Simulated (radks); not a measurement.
Species: Rh4+. Configuration: [Kr] 4d(up 5, down 0). Calculated with a radial shooting solver on a logarithmic mesh with Libxc functionals: scalar-relativistic Kohn-Sham, PBEsol, spin-polarised, spherical densities, finite nucleus; Fermi nuclear charge, rms radius 4.4945 fm. Some entries of the table are withheld. Estimate them.

orbital,occ.,eigenvalue (hartree),<1/r> (bohr^-1)
1s down,1,-848.1212,47.03
1s up,1,-848.1210,47.03
2s up,1,-124.6969,10.65
2s down,1,-124.6617,10.65
2p up,3,-111.9826,10.32
2p down,3,-111.9557,10.32
3s up,1,-23.90747,3.709
3s down,1,-23.88747,3.709
3p up,3,-19.73065,3.534
3p down,3,-19.70812,3.534
3d up,5,-13.05158,3.308
3d down,5,-13.01821,3.308
4s up,1,(1),(2)
4s down,1,(3),(4)
4p up,3,(5),1.282
4p down,3,(6),1.290
4d up,5,-2.06857,1.010
4d down,0,-1.90340,1.007

Answer. 
(1) 4s up eigenvalue (hartree): -5.01922
(2) 4s up <1/r> (bohr^-1): 1.418
(3) 4s down eigenvalue (hartree): -4.86443
(4) 4s down <1/r> (bohr^-1): 1.427
(5) 4p up eigenvalue (hartree): -3.81860
(6) 4p down eigenvalue (hartree): -3.65642
